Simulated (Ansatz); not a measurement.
System: sum formula ZrOCl2, net charge 1, doublet state. The spin state was set by rule; other spins were not relaxed. 
Coordinates optimised at B3LYP-D3(BJ)/def2-TZVP (Ansatz, a quantum-chemistry and plane-wave program):
```
Zr
O 1 1.9005
Cl 1 2.2803 2 104.06
Cl 1 2.2803 2 104.06 3 -119.01
```
Charge +1, spin multiplicity 2.

Basis-set convergence of Hartree-Fock and MP2 correlation energies (hartree) with Ansatz. Cores are frozen in the correlated levels unless marked. Open shells are spin-unrestricted. Spin-orbit coupling is left out. Frozen are the shells of the preceding noble gas and the d and f shells that filled before the atom's block. Past Kr the def2 sets carry scalar-relativistic core potentials.

```
basis        functions        E(HF)  E(corr, MP2)
-----------  ---------  -----------  ------------
def2-SVPD          111  -1039.91479      -0.52705
def2-TZVPPD        198  -1040.32650      -0.66564
def2-QZVPPD        305  -1040.35856      -0.72175
```

Extrapolating the two largest sets (X = 3 and 4) as X^-3: E(corr) = (64·(-0.72175) - 27·(-0.66564))/37 = -0.7627 Eh, an estimate of the basis-set limit. The largest set recovers 94.6 % of it, the smallest 69.1 %.
